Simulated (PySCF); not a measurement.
# Broadened absorption spectrum of InH2(OMe)

InH2(OMe), CH5InO.
Bonds: In1–O4, O4–C5. Hydrogens: H2, H3 on In1; H6, H7, H8 on C5.

The calculation used TDDFT B3LYP/def2-SVPD, vertical, gas phase, core orbitals frozen in the response, def2 core potentials past Kr (PySCF 2.14.0, density-fitted response routines). Geometry: PBE0-D3(BJ)/def2-SVP, one conformer, isolated molecule. Spin–orbit coupling is left out.

Computed states:

| state | E (eV) | f |
| --- | --- | --- |
| S1 | 4.36 | 0.0014 |
| S2 | 4.55 | 0.044 |
| S3 | 5.37 | 0.012 |
| S4 | 5.61 | 0.0004 |
| S5 | 5.91 | 0.130 |
| S6 | 6.20 | 0.0003 |
| S7 | 6.43 | 0.0089 |
| S8 | 6.66 | 0.0015 |
| S9 | 6.90 | 0.054 |
| S10 | 7.39 | 0.069 |

Each state is given a Gaussian of 0.3 eV full width at half maximum, with ε(max) = 2.175×10⁸ f / Δν̃ (Δν̃ the width in cm⁻¹). The width is an assumption, not a result. The curve ends short of the highest state used, and states not computed would add to its high-energy end.

Task: What does the envelope look like, and where are its maxima?

Result: 
(λ (nm), ε (L mol⁻¹ cm⁻¹)): (182.5, 3532), (186.3, 1098), (190.2, 781), (194.1, 786), (197.9, 606), (201.8, 2313), (205.6, 7594), (209.5, 11635), (213.3, 8588), (217.2, 3288), (221.0, 915), (224.9, 688), (228.7, 1030), (232.6, 1064), (236.4, 697), (240.3, 293), (244.2, 83), (248.0, 24), (251.9, 55), (255.7, 242), (259.6, 793), (263.4, 1809), (267.3, 3078), (271.1, 3903), (275.0, 3833), (278.8, 2993), (282.7, 1885), (286.5, 1011), (290.4, 463), (294.2, 196), (298.1, 75), (302.0, 27), (305.8, 10), (309.7, 3), (313.5, 1), (317.4, 0)

Maxima: 273 nm (4.55 eV), ε about 4000, made up of S2 (99%); 231 nm (5.37 eV), ε about 1100, made up of S3 (99%); 210 nm (5.91 eV), ε about 12000, made up of S5 (100%); 192 nm (6.45 eV), ε about 850, made up of S7 (94%) (ε in L mol⁻¹ cm⁻¹; maxima over ε = 5, shares over 10%). At its high-energy end, 6.79 eV, the curve is still rising (ε about 3500, from S9).

Task: What would ε be at 5.91 eV, the highest of these maxima, with half the width (0.15 eV)?

Result: About 23300 L mol⁻¹ cm⁻¹ against 11600, a factor of about 2.00; a lone state at its own centre would give exactly 2.

Task: On this curve, what absorbance would a 10⁻⁴ mol/L sample give at 266 nm over a 1 cm path?

Result: 266 nm is 4.661 eV, where ε is about 2700 L mol⁻¹ cm⁻¹, so A = ε c l ≈ 0.27 (Beer–Lambert, with the gas-phase spectrum and the assumed width).

Task: Coming from long wavelengths, where does ε first pass 100 L mol⁻¹ cm⁻¹?

Result: At about 297 nm (4.18 eV), 0.18 eV below S1.

The vertical ionisation energy (ΔSCF) is 9.52 eV, 2.12 eV above S10.
